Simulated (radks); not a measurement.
Results of a calculation; reference values are marked as such.
Valence configurations of Kr+ (all share [Ar]). Code: a radial shooting solver on a logarithmic mesh with Libxc functionals. Model: scalar-relativistic Kohn-Sham, r2SCAN, spin-polarised, spherical densities, finite nucleus; open shells are filled with parallel spins first; meta-GGA in the generalised Kohn-Sham scheme; Fermi nuclear charge, rms radius 4.1884 fm. Energies are relative to 3d10 4s2 4p5; eigenvalues in eV for spin up.

| valence | E (eV) | moment (Bohr magnetons) | e(3d) | e(4p) | e(4s) |
|---|---|---|---|---|---|
| 3d10 4s2 4p5 | 0.000 | 1 | -94.875 | -20.473 | -35.462 |
| 3d10 4s1.5 4p5.5 | 7.442 | 1 | -95.706 | -20.839 | -35.963 |
| 3d10 4s1 4p6 | 14.857 | 1 | -96.541 | -21.212 | -36.469 |
| 3d9.5 4s2 4p5.5 | 38.893 | 1 | -102.16 | -21.232 | -36.682 |
| 3d9 4s2 4p6 | 80.310 | 1 | -109.56 | -21.982 | -37.878 |

NIST lists [Ar] 3d10 4s2 4p5 as the ground configuration; this level of theory agrees among the configurations tried. The energies are those of spherical high-spin densities, not of single terms.
